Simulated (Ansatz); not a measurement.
Reaction (ligand exchange at the Al–C bond): `[OH][AlH][CH2]O[SiH2]F` + HI → `[OH][AlH][I]` + `CO[SiH2]F`

Gas-phase electronic energies from Ansatz, PBE0-D4/def2-TZVP geometries. CBS: MP2 limit from def2 TZ/QZ plus the TZ coupled-cluster correction, frozen cores. DFT in def2-TZVPP. B3LYP here is the variant with VWN-RPA as its local correlation; programs differ in this. Elements past krypton have def2 core potentials. For I outer-core shells are correlated without core-valence functions, which leaves a few kJ/mol of doubt a bond. One conformer a species, not always the lowest.

`[OH][AlH][CH2]O[SiH2]F`:

```xyz
12

O     2.087    1.387    0.299
Al    1.855   -0.289    0.372
C     0.256   -1.099   -0.474
O    -0.688   -0.123   -0.944
Si   -1.794    0.575    0.013
F    -2.881   -0.484    0.510
H     1.486    1.984   -0.143
H     2.973   -1.146    1.085
H     0.573   -1.677   -1.352
H    -0.239   -1.835    0.175
H    -2.474    1.609   -0.790
H    -1.154    1.099    1.249
```

HI:

Z-matrix (Å, degrees):
```
I
H 1 1.610
```

`[OH][AlH][I]`:

Cartesian coordinates in Å:
```
O -1.028 0.231 -0.825
Al 0.390 -0.298 -0.083
I 0.962 0.527 2.177
H -1.642 0.843 -0.422
H 1.317 -1.303 -0.847
```

`CO[SiH2]F`:

Cartesian coordinates in Å:
```
C 0.101 -0.595 1.236
O -0.582 -0.501 0.003
Si -0.167 0.478 -1.222
F -0.447 2.007 -0.857
H -0.218 0.202 1.914
H -0.139 -1.558 1.687
H 1.187 -0.531 1.103
H -1.022 0.114 -2.367
H 1.288 0.384 -1.497
```

| level | ΔE (kJ/mol) | difference from CCSD(T)/CBS |
| --- | --- | --- |
| PBE-D4 | -172.3 | 12.2 |
| PBE0-D4 | -181.5 | 3.0 |
| B3LYP-D4 | -174.9 | 9.6 |
| ωB97X-V | -178.8 | 5.7 |
| ωB97M-V | -177.2 | 7.3 |
| B2PLYP | -183.6 | 0.9 |
| PBE0 | -184.7 | -0.2 |
| B3LYP | -180.2 | 4.3 |
| HF/def2-TZVPP | -204.5 | -20.0 |
| MP2/def2-TZVPP | -189.7 | -5.2 |
| SCS-MP2/def2-TZVPP | -186.9 | -2.4 |
| CCSD/def2-TZVPP | -181.7 | 2.8 |
| CCSD(T)/def2-TZVPP | -179.4 | 5.1 |
| HF/def2-QZVPP | -203.8 | -19.3 |
| MP2/def2-QZVPP | -192.3 | -7.8 |
| SCS-MP2/def2-QZVPP | -189.6 | -5.1 |
| CCSD(T)/CBS | -184.5 | 0 |

Largest T1 diagnostic among the species: 0.013.

The D4 term adds +5.3 kJ/mol with B3LYP and +3.2 kJ/mol with PBE0; it sums over pairs of atoms, weighted by their polarisabilities, and B3LYP, whose exchange is more repulsive, gets the larger term. From PBE to PBE0 (25 % exact exchange), in def2-TZVPP and without D4, ΔE moves by −8.9 kJ/mol. In def2-TZVPP, CCSD(T) changes the Hartree–Fock value by +25.1 kJ/mol (the triples alone add +2.3 kJ/mol) and MP2 by +14.8 kJ/mol.
